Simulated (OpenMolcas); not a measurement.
**Sc2+ in a point-charge field**

Sc2+ among 4 point charges of -2 e arranged as a tetrahedron (Td), 1.98 Å from the ion. The active orbitals were held to one l.

```yaml
Program: OpenMolcas 26.06
Method: CASSCF
Basis: ANO-RCC-VDZP [5s4p2d1f]
Scalar_Hamiltonian: DKH2, point nucleus
Active_space: 1 electron in 5 orbitals (3d)
State_averaging: 2S+1 = 2 even, 5 roots
Spin-orbit_coupling: state interaction with AMFI integrals over the reference wave functions
```

The lowest spin-free states (labels of Td), above the lowest:

```json
{"State": "2E", "Degeneracy": "2", "E (cm-1)": "0.0", "Free-ion L (%)": "D (100)"}
{"State": "2T2", "Degeneracy": "3", "E (cm-1)": "10328", "Free-ion L (%)": "D (100)"}
```

The lowest levels with spin-orbit coupling:

```json
{"E (cm-1)": "0.0", "Degeneracy": "4", "Label": "Γ8", "2S+1": "2", "g": ""}
{"E (cm-1)": "10292", "Degeneracy": "4", "Label": "Γ8", "2S+1": "2", "g": ""}
{"E (cm-1)": "10404", "Degeneracy": "2", "Label": "Γ7", "2S+1": "2", "g": "2.00 2.00 2.00"}
```

Powder χT (cm3 K/mol): 0.366 at 2 K, 0.367 at 10 K, 0.371 at 50 K, 0.376 at 100 K, 0.386 at 200 K, 0.396 at 300 K. The effective moment at 300 K is 2.828 √(χT) = 1.78 μB.

The lowest level has 2S+1 = 2, for which the spin-only value is χT = S(S+1) / 2 = 0.375 cm3 K/mol (g = 2). The computed 0.396 at 300 K differs by +0.021, through orbital momentum, spin-orbit coupling and any other state in reach.

The gap between the two states is 10Dq = -10328 cm-1 (negative for this site).

An orbital doublet at a regular site is open to a Jahn-Teller distortion, which this geometry leaves out. This is an electrostatic model: the charges have no orbitals. No measured value stands beside these numbers.

The RASSCF and RASSI steps took 1.6 s on 1 thread of Arm Neoverse V1 (shared host); the integral step is not counted.
